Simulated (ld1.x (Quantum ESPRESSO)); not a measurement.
# Before and after: TM potential for As

- Element: As (Z = 33)
- Generator: ld1.x (Quantum ESPRESSO) 7.5
- Type: norm-conserving Troullier–Martins (Kleinman–Bylander form)
- Functional: LDA (PZ)
- Relativity: scalar-relativistic
- Frozen core: [Ar] 3d10
- Valence charge: 5
- Reference configuration: 4s2 4p3
- Partial waves: 4p (bound): rc 1.90 bohr; 4d channel at 0.45 Ry: rc 1.90 bohr; 4s (bound): rc 1.70 bohr
- Local potential: the s channel
- Core correction: none

All-electron outer shells of the reference configuration (LDA (PZ), scalar-relativistic, ld1.x):

```csv
shell,level (eV),outermost node (bohr),outermost maximum (bohr)
3p,-133.41,0.22,0.52
3d,-40.89,–,0.47
4s,-14.70,0.73,1.61
4p,-5.35,0.78,1.97
```

Change: core correction a·sin(br)/r model core inside 0.90 bohr.

Cutoffs: the cutoffs (Ry, on a coarse ladder) from which the occupation-weighted sum of valence levels, in a spherical-Bessel basis at the reference potential, stays within 10 and 1 mRy of its value at 400 Ry; they do not see the model core or the augmentation charge, which bear on the density cutoff. Errors are all-electron minus pseudo energies relative to the spin-unpolarised reference configuration.

Predict the effect on cutoff, ghosts and configuration errors.

The potential gets neither clearly harder nor softer (35 Ry and 50 Ry → 35 Ry and 50 Ry); both files keep a bound ghost (d); of the 9 tests that both files solve, the error grows in 6 and shrinks in 3 by more than 15 % and 0.3 meV (median size 20.5 → 9.0 meV). A model core, the more so a compact one, raises the density cutoff, which this test does not measure.

```tsv
quantity	base	changed
cutoff, loose	35 Ry	35 Ry
cutoff, tight	50 Ry	50 Ry
bound ghosts	d	d
error for 4s2 4p2, meV [ΔE 9.33 eV]	+1.5	-4.1
error for 4s2 4p1, meV [ΔE 27.49 eV]	+20	-25
error for 4s2 4p0, meV [ΔE 55.53 eV]	+103	-85
error for 4s1 4p3, meV [ΔE 19.49 eV]	+11	-21
error for 4s1 4p4, meV [ΔE 9.48 eV]	+6.2	-9.0
error for 4s2 4p2.5, meV [ΔE 3.64 eV]	-0.1	-1.0
error for 4s0 4p5, meV [ΔE 19.21 eV]	+30	-36
error for 4s2 4p3 (spin-polarised), meV [ΔE -1.32 eV]	+175	+0.3
error for 4s2 4p2 (spin-polarised), meV [ΔE 8.60 eV]	+119	-4.1
s: phases at 2.06 bohr within 0.05 rad from the reference energy up to (Ry; the scan ends near 5)	3.8	3.8
p: phases at 2.06 bohr within 0.05 rad from the reference energy up to (Ry; the scan ends near 5)	to the end of the scan	to the end of the scan
d: phases at 2.06 bohr within 0.05 rad from the reference energy up to (Ry; the scan ends near 5)	to the end of the scan	to the end of the scan
```

 A true bound ghost makes a file unfit for plane-wave use even where its test errors are small: the radial tests pick states by their node count and pass the ghost by.
